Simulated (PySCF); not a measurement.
Symmetry of computed structures. Theory: wB97X-D/def2-SVPD in PySCF (dipole) on a GFN2-xTB geometry, gas phase. The symmetry is that of the one conformer found, every atom within 0.08 Å of its image; none is proved a minimum here.

**Question.** `[F:1][c:2]1[cH:3][n:4][n:5][n:6][cH:7]1`: symmetry, top, dipole?

**Answer.** C2v; asymmetric top; symmetry number 2; 4 operations, which sort the 9 atoms into 6 sets; dipole 3.57 D, along a, the twofold axis; A, B, C = 6428, 2696, 1899 MHz; heavy atoms equivalent by symmetry: C3/C7, N4/N6.

**Question.** What symmetry has `[CH2:1]=[CH:2][N:3]([CH2:4][CH3:5])[N:6]=[CH2:7]` with C1–C2–N3–C4 175°, C2–N3–C4–C5 -90°, C2–N3–N6–C7 175°?

**Answer.** C1; asymmetric top; symmetry number 1; this conformer is chiral (no improper operation); dipole 2.71 D; A, B, C = 3399, 2338, 1539 MHz.

**Question.** Point group, rotor type and polarity of `[cH:1]1[cH:2][n:3][s:4][n:5]1`?

**Answer.** C2v; asymmetric top; symmetry number 2; 4 operations, which sort the 7 atoms into 4 sets; dipole 1.56 D, along a, the twofold axis; A, B, C = 8915, 6254, 3676 MHz; heavy atoms equivalent by symmetry: C1/C2, N3/N5.
